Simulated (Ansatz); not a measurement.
Computed with Ansatz on PBE0-D4/def2-TZVP structures; ΔE is electronic, products minus reactants. CCSD(T)/CBS is the MP2 limit (def2-TZVPP, def2-QZVPP) plus CCSD(T) − MP2 in def2-TZVPP, frozen cores. This one scheme is used for every species. Functionals use def2-TZVPP. B3LYP here is the variant with VWN-RPA as its local correlation; programs differ in this. Elements past krypton have def2 core potentials. For Te outer-core shells are correlated without core-valence functions, which leaves a few kJ/mol of doubt a bond. One conformer a species, not always the lowest.

Reaction (formal exchange of groups at a Te–B bond): `B[Te]C` + `C#C[SiH3]` → `C#C[SiH2][Te]C` + BH₃

CCSD(T)/CBS gives +0.31 eV.

Question: Another level gave +0.28 eV. Which?
A. CCSD/def2-TZVPP
B. B3LYP/def2-TZVPP
C. SCS-MP2/def2-TZVPP
D. HF/def2-TZVPP

Answer: C. SCS-MP2/def2-TZVPP 0.28, CCSD/def2-TZVPP 0.34, B3LYP 0.38, HF/def2-TZVPP 0.20 eV.

Largest T1 diagnostic among the species: 0.015.

In def2-TZVPP, CCSD(T) changes the Hartree–Fock value by +0.17 eV (the triples alone add +0.03 eV) and MP2 by +0.10 eV. The D4 term adds −0.09 eV with B3LYP and −0.06 eV with PBE0; it sums over pairs of atoms, weighted by their polarisabilities, and B3LYP, whose exchange is more repulsive, gets the larger term.
